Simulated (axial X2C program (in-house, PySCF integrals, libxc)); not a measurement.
**Outer orbitals of GaBr⁻ at 2.564 Å, PBE0**

All values were computed with an in-house all-electron X2C program for linear molecules (integrals from PySCF). Spin-free means the one-electron spin-free X2C Hamiltonian; two-component (2c) means X2C with spin–orbit coupling and atomic mean-field two-electron Coulomb and Gaunt terms, so the difference of the two also holds small scalar two-electron terms. Basis: Br dyall-acv3z [9s10p7d5f1g], Ga dyall-acv3z [10s10p8d5f1g] (cores contracted in-house); Gaussian nuclei, density fitting, unrestricted open shells. Masses: Br 78.918 u, Ga 68.926 u.

The distance is close to the 2c PBE0 minimum; the highest filled and lowest empty levels are listed.

Spin-free orbitals, state M_S = 1/2, Λ = 1 (beyond evenly filled blocks: π+α) (Löwdin shares):

```tsv
symmetry	occupied	ε (eV)	atomic character
σα	yes	-17.58	94% Ga d, 5% Br s
σβ	yes	-17.57	94% Ga d, 5% Br s
δ+α	yes	-17.53	100% Ga d
δ-α	yes	-17.51	100% Ga d
π+α	yes	-17.49	100% Ga d
π-α	yes	-17.48	100% Ga d
δ-β	yes	-17.47	100% Ga d
δ+β	yes	-17.47	100% Ga d
π-β	yes	-17.46	100% Ga d
π+β	yes	-17.46	100% Ga d
σα	yes	-16.23	78% Br s, 11% Ga d, 5% Ga p
σβ	yes	-16.20	78% Br s, 11% Ga d, 5% Ga p
σα	yes	-6.22	53% Ga s, 40% Br p, 4% Br d
σβ	yes	-5.83	47% Ga s, 46% Br p, 3% Br d
π+α	yes	-3.36	88% Br p, 5% Ga p, 4% Ga d
π-α	yes	-3.30	88% Br p, 4% Ga p, 4% Ga d
π-β	yes	-3.27	88% Br p, 4% Ga d, 4% Ga f
π+β	yes	-3.27	88% Br p, 4% Ga d, 4% Ga f
σα	yes	-2.79	47% Br p, 26% Ga s, 20% Ga p
σβ	yes	-2.53	41% Br p, 33% Ga s, 20% Ga p
π+α	yes	0.98	83% Ga p, 5% Br d, 5% Br p
π-α	no	2.04	91% Ga p, 3% Ga d, 3% Br p
σα	no	2.23	77% Ga p, 21% Ga s
π+α	no	2.46	97% Ga p
π+β	no	2.59	93% Ga p, 3% Br p, 2% Ga d
π-β	no	2.59	93% Ga p, 3% Br p, 2% Ga d
```

The highest filled level is positive, so this functional does not bind it, and the empty levels of an anion are set by the basis.

Spinors with spin–orbit coupling (state Ω = 1/2):

| ω | occupied | ε (eV) | atomic character | λ mixture |
| --- | --- | --- | --- | --- |
| 1/2 | yes | -17.73 | 98% Ga d | 51% π, 49% σ |
| 3/2 | yes | -17.73 | 100% Ga d | 84% δ, 16% π |
| -1/2 | yes | -17.72 | 98% Ga d, 2% Br s | 54% σ, 46% π |
| -3/2 | yes | -17.68 | 100% Ga d | 79% δ, 21% π |
| 1/2 | yes | -17.33 | 96% Ga d, 4% Br s | 51% σ, 49% π |
| -1/2 | yes | -17.32 | 96% Ga d, 4% Br s | 54% π, 46% σ |
| -5/2 | yes | -17.29 | 100% Ga d | 100% δ |
| -3/2 | yes | -17.26 | 100% Ga d | 79% π, 21% δ |
| 3/2 | yes | -17.25 | 100% Ga d | 84% π, 16% δ |
| 5/2 | yes | -17.25 | 100% Ga d | 100% δ |
| -1/2 | yes | -16.21 | 77% Br s, 12% Ga d, 5% Ga p | 100% σ |
| 1/2 | yes | -16.18 | 77% Br s, 12% Ga d, 5% Ga p | 100% σ |
| -1/2 | yes | -6.19 | 53% Ga s, 40% Br p, 3% Br d | 100% σ |
| 1/2 | yes | -5.79 | 47% Br p, 46% Ga s, 3% Br d | 100% σ |
| 1/2 | yes | -3.51 | 86% Br p, 5% Ga p, 4% Ga d | 97% π, 3% σ |
| -1/2 | yes | -3.44 | 86% Br p, 4% Ga p, 4% Ga d | 94% π, 6% σ |
| -3/2 | yes | -3.13 | 88% Br p, 4% Ga p, 4% Ga d | 100% π |
| 3/2 | yes | -3.10 | 88% Br p, 4% Ga d, 4% Ga f | 100% π |
| -1/2 | yes | -2.72 | 50% Br p, 24% Ga s, 19% Ga p | 94% σ, 6% π |
| 1/2 | yes | -2.47 | 42% Br p, 32% Ga s, 19% Ga p | 98% σ, 2% π |
| 1/2 | yes | 0.97 | 83% Ga p, 6% Br d, 5% Br p | 100% π |
| -3/2 | no | 2.07 | 92% Ga p, 3% Ga d, 3% Br p | 100% π |
| -1/2 | no | 2.24 | 78% Ga p, 20% Ga s | 100% σ |
| 1/2 | no | 2.46 | 98% Ga p | 100% π |
| -1/2 | no | 2.59 | 93% Ga p, 3% Br p, 2% Ga d | 100% π |

The highest filled level is positive, so this functional does not bind it, and the empty levels of an anion are set by the basis.

(1) How does the gap between the highest filled and lowest empty level change from the spin-free to the 2c table?

Mulliken charges and populations of the two-component result (they depend on the basis, above all on diffuse functions):

Br -0.55 e (s 7.99 p 17.52 d 10.03), Ga -0.45 e (s 7.94 p 13.44 d 10.06 f 0.01). ⟨Lz⟩ = 1.00 ħ and ⟨Sz⟩ = -0.50 ħ (0.03 and -0.53 on the two atoms), which add up to Ω.

One determinant describes the state; a PBE0 search over occupations chose it and may have missed a lower one. Density functionals use the spin component along the axis (collinear). The highest occupied level is positive at some bond lengths even in Hartree–Fock (under at least one Hamiltonian), so the basis set holds the extra electron there; where that holds at Re the anion is at best weakly bound and its constants depend on the basis. The functionals have no current-density term, which raises determinants with orbital currents, atoms included.

## Answers

(1) From 1.06 to 1.10 eV at PBE0, a change of 0.04 eV.
